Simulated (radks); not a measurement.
Values are calculated unless marked as measured or tabulated.
Trend from C+ to Pb+: ionisation energy by Delta-SCF between NIST ground configurations, and size. Code: a radial shooting solver on a logarithmic mesh with Libxc functionals. Model: Dirac Kohn-Sham, BLYP, spin-unpolarised, spherical densities, point nucleus; open shells fill j = l - 1/2 first.

| species | configuration | IE (eV) | NIST (eV) | kind | outermost | <r> outermost (bohr) | r at 0.001 e/bohr^3 (bohr) |
|---|---|---|---|---|---|---|---|
| C+ | [He] 2s2 2p1 | 24.183 | 24.383 | exp. | 2p1/2 | 1.50 | 3.19 |
| Si+ | [Ne] 3s2 3p1 | 15.917 | 16.346 | exp. | 3p1/2 | 2.46 | 3.94 |
| Ge+ | [Ar] 3d10 4s2 4p1 | 15.623 | 15.935 | exp. | 4p1/2 | 2.54 | 3.93 |
| Sn+ | [Kr] 4d10 5s2 5p1 | 14.378 | 14.633 | exp. | 5p1/2 | 2.85 | 4.20 |
| Pb+ | [Hg] 6p1 | 14.862 | 15.032 | exp. | 6p1/2 | 2.80 | 4.16 |

Reference values: NIST Atomic Spectra Database (measured). Spin polarisation and multiplet splitting are left out, so open shells lie too high by an amount that depends on their filling. Nuclear size, the Breit interaction and QED, all absent here, shift the 1s and 2s values of heavy ions.

Beside tabulated values, note that spin-unpolarised runs miss the spin-polarisation part of the exchange energy of open shells.
